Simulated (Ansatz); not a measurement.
`FCSCS` and `SC[S][GeH3]` differ in one atom or group.

Ansatz, PBE0-D4/def2-TZVP geometries, multiplicity 1. Each molecule was computed in one conformer, which needn't be the lowest.

Scalar relativity is left out up to krypton.

| property | `FCSCS` |
| --- | --- |
| LUMO energy (ωB97M-V/def2-TZVPP) / eV | 1.81 |
| HOMO energy (B3LYP/def2-TZVPP) / eV | -6.78 |
| size of the dipole moment (B3LYP/def2-TZVPP) / D | 1.35 |
| LUMO energy (B3LYP/def2-TZVPP) / eV | -0.38 |
| HOMO–LUMO gap (B3LYP/def2-TZVPP) / eV | 6.40 |
| HOMO–LUMO gap (PBE/def2-TZVPP) / eV | 4.72 |

Problem. What does the change do to each property? (Best estimate.)

Solution. Ansatz gave: 
```json
{"property": "LUMO energy (ωB97M-V/def2-TZVPP) / eV", "`SC[S][GeH3]`": "1.65", "shift": "-0.16"}
{"property": "HOMO energy (B3LYP/def2-TZVPP) / eV", "`SC[S][GeH3]`": "-6.72", "shift": "0.06"}
{"property": "size of the dipole moment (B3LYP/def2-TZVPP) / D", "`SC[S][GeH3]`": "1.77", "shift": "0.42"}
{"property": "LUMO energy (B3LYP/def2-TZVPP) / eV", "`SC[S][GeH3]`": "-0.45", "shift": "-0.07"}
{"property": "HOMO–LUMO gap (B3LYP/def2-TZVPP) / eV", "`SC[S][GeH3]`": "6.27", "shift": "-0.13"}
{"property": "HOMO–LUMO gap (PBE/def2-TZVPP) / eV", "`SC[S][GeH3]`": "4.61", "shift": "-0.11"}
```

With PBE0 the HOMO rises by 0.05 eV and the LUMO falls by 0.10 eV, so the gap narrows by about 0.15 eV. PBE moves the HOMO by 0.06 eV and ωB97M-V by 0.06 eV. Dipoles are sizes alone; their direction can turn.

B3LYP here is the variant with VWN-RPA as its local correlation; programs differ in this.
